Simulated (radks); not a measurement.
Excited configurations of Cu+: one electron is placed in a higher orbital outside [Ar] 3d9. The ground configuration is [Ar] 3d10. Method: Dirac Kohn-Sham, PBEsol, spin-unpolarised, spherical densities, finite nucleus; open shells fill j = l - 1/2 first; Fermi nuclear charge, rms radius 3.8823 fm; computed with a radial shooting solver on a logarithmic mesh with Libxc functionals. Excitation = E - E(ground); binding = E(ion) - E, where the ion is the core of charge +2; n* = 2/sqrt(2 binding) in atomic units, and the quantum defect is n - n*.

outer orbital	excitation (eV)	binding (eV)	n*	quantum defect	eigenvalue (eV)	<r> (bohr)
4p1/2	9.336	11.858	2.142	1.858	-8.581	3.109
4d3/2	15.312	5.882	3.042	0.958	-4.206	5.498
5f5/2	18.897	2.297	4.867	0.133	-1.760	15.27
6s1/2	17.234	3.960	3.707	2.293	-3.159	10.60
6f5/2	19.560	1.634	5.772	0.228	-1.289	23.01
7s1/2	18.668	2.526	4.642	2.358	-2.035	16.76
7p1/2	19.014	2.180	4.997	2.003	-1.758	18.98
7d3/2	19.558	1.636	5.768	1.232	-1.315	24.64

The Delta-SCF ionisation energy is 21.194 eV (NIST Atomic Spectra Database: 20.292 eV, measured). Self-interaction in the functional shifts the binding energies and quantum defects, so they are the method's values and not measured ones. Spin polarisation and multiplet splitting are left out, so open shells lie too high by an amount that depends on their filling.

Beside tabulated values, note that spin-unpolarised runs miss the spin-polarisation part of the exchange energy of open shells.
